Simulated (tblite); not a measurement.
Cl3Ti (SMILES [Cl][Ti+]([Cl])[Cl]), charge +1, singlet, geometry from GFN2-xTB (such geometries of metal compounds can be far from the true shape) (the multiplicity is a formal guess); tblite with GFN1-xTB.

The tblite input:
```
$ tblite run mol.xyz --method gfn1 --charge 1 --spin 0 --efield 0,0,0.1 --json tblite.json --no-restart

# file mol.xyz
4

Ti     0.10914501     0.56295754     0.36036279
Cl     1.80190768    -0.38074871    -0.50003049
Cl    -0.78707573    -1.07398983     1.36708778
Cl    -1.15607844     0.72620526    -1.33340913
```

Output, abridged:

```
xTB calculator
 | screened Coulomb repulsion
 | Coulomb electrostatics
 |  * isotropic Klopman-Ohno-Mataga-Nishimoto electrostatics
 |  * onsite third-order electrostatics
 | DFT-D3(BJ) dispersion correction
 | Interactions (1)
 | [1] electric field

halogen bonding energy    0.0000000000000E+00 Eh
repulsion energy          3.7993108087905E-02 Eh
dispersion energy        -2.0864435314345E-03 Eh
interaction energy        0.0000000000000E+00 Eh
number of electrons       2.4000000000000E+01 e
integral cutoff           3.9599309224301E+01 bohr

------------------------------------------------------------
  cycle        total energy    energy error   density error
------------------------------------------------------------
      1     -12.93998438047  -1.2975891E+01   5.1145881E-01
      2     -16.93070946772  -3.9907251E+00   1.8343924E+00
      3     -13.44207022547   3.4886392E+00   3.5896120E-01
      4     -13.18976687211   2.5230335E-01   3.1282441E-01
      5     -13.56254071003  -3.7277384E-01   2.0104418E-01
      6     -13.57123102103  -8.6903110E-03   1.8616231E-01
      7     -13.55178733709   1.9443684E-02   2.0620555E-01
      8     -13.48800220519   6.3785132E-02   2.7105298E-01
      9     -13.64610129785  -1.5809909E-01   2.4092623E-02
     10     -13.63363581717   1.2465481E-02   7.2158216E-02
     11     -13.63587776496  -2.2419478E-03   6.4942853E-02
     12     -13.64625915153  -1.0381387E-02   6.7388499E-03
     13     -13.64631397101  -5.4819478E-05   1.4030203E-03
     14     -13.64630417892   9.7920910E-06   2.3056610E-03
     15     -13.64631630570  -1.2126782E-05   5.7347460E-04
     16     -13.64631704626  -7.4055745E-07   2.1728827E-05
     17     -13.64631704635  -9.2750696E-11   9.5430449E-06
------------------------------------------------------------

electronic energy        -1.3682223710908E+01 Eh
total energy             -1.3646317046352E+01 Eh

Post processing:
 | Mayer-Wiberg bond orders

[Info] JSON dump of results written to 'tblite.json'
```
